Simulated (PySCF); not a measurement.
# Distorted geometries of [Ce(H2CO)]3+

[Ce(H2CO)]3+ (singlet in the valence; each metal's 4f electrons, 1 of them, lie in its core potential, out of spins and levels). PySCF 2.14.0, RKS B3LYP, Ce lcecp-1-SVP with ECP47, O def2-SVP, C def2-SVP, H def2-SVP; non-relativistic Hamiltonian with scalar-relativistic core potentials where named; density fitting; no spin-orbit coupling. Relaxed geometry:

```xyz
5

Ce    0.0000    0.0000   -0.3013
O     0.0000    0.0000    1.9062
C     0.0000    0.0000    3.1747
H     0.9693    0.0000    3.7216
H    -0.9693    0.0000    3.7216
```

Task: Order these distorted geometries by energy above the relaxed one, lowest first.
A.
```xyz
5

Ce   -0.0646    0.0808   -0.0943
O     0.1180   -0.1277    2.0145
C    -0.1584   -0.0321    3.1782
H     1.0481    0.1096    3.5333
H    -0.9431   -0.0307    3.5911
```
B.
```xyz
5

Ce    0.0489    0.0433   -0.2746
O    -0.0936    0.0602    1.9444
C     0.0366    0.0827    3.1154
H     1.0133   -0.1400    3.6776
H    -1.0053   -0.0461    3.7599
```
C.
```xyz
5

Ce   -0.0145   -0.0132   -0.3158
O    -0.0069    0.0256    1.9045
C    -0.0178   -0.0161    3.1696
H     0.9690   -0.0542    3.7573
H    -0.9298    0.0578    3.7071
```

Result: C (0.08 eV), B (0.67 eV), A (2.77 eV).

Task: Which forces (eV/Å) act in the one that lies 0.67 eV up?

Result: 
```
Ce  -0.12  0.02 -0.29
O    0.28  0.52 -6.86
C   -1.93 -2.33  8.66
H   -0.50  0.87 -0.59
H    2.27  0.92 -0.92
```
Forces carry noise of the integration grid, about 0.01 to 0.03 eV/Å.

An lcecp potential fixes the number of 4f electrons, so in runs with it no electron can move into or out of that shell.
